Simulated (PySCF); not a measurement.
## Spinor energies of Si³⁺ (silicon, charge +3)

Start: [Ne] 3p1; 3p3/2 filled at m_j = +3/2. Calculated with PySCF 2.14 in x2c-TZVPall-2c with one added diffuse shell each of s, p type (6s7p2d1f, 44 functions): generalised Hartree-Fock with the X2C-1e Hamiltonian and a Gaussian nucleus; one run each with spin-orbit coupling (SO) switched off, then screened by Boettger's factors. This is a chosen level, not necessarily the ground level.

```csv
spinor shell,electrons,"ε, spin-free (eV)","ε, screened SO (eV)",weight of nominal j (screened SO),"rms radius, screened SO (bohr)"
1s1/2,2,-1915.7,-1915.7,1.000,0.129
2s1/2,2,-205.45,-205.46,1.000,0.612
2p3/2,4,-153.51,-153.35,0.975,0.595
2p1/2,2,-153.51,-153.86,0.949,0.594
3p3/2,1,-35.930,-35.910,1.000,2.24
```

```csv
quantity,spin-free,screened SO
E (hartree),-287.09190,-287.09143
M_J,3/2,3/2
⟨J²⟩,3.750,3.750
⟨L²⟩,2.000,2.000
⟨S²⟩,0.750,0.750
```

Each row is a mean over spinors that exchange with the open shell spreads, by up to 1.203 eV (2p3/2).

Without spin-orbit coupling the j labels of p, d and f shells carry no meaning; the spin-free column gives the mean over the occupied spinors of each nl shell.
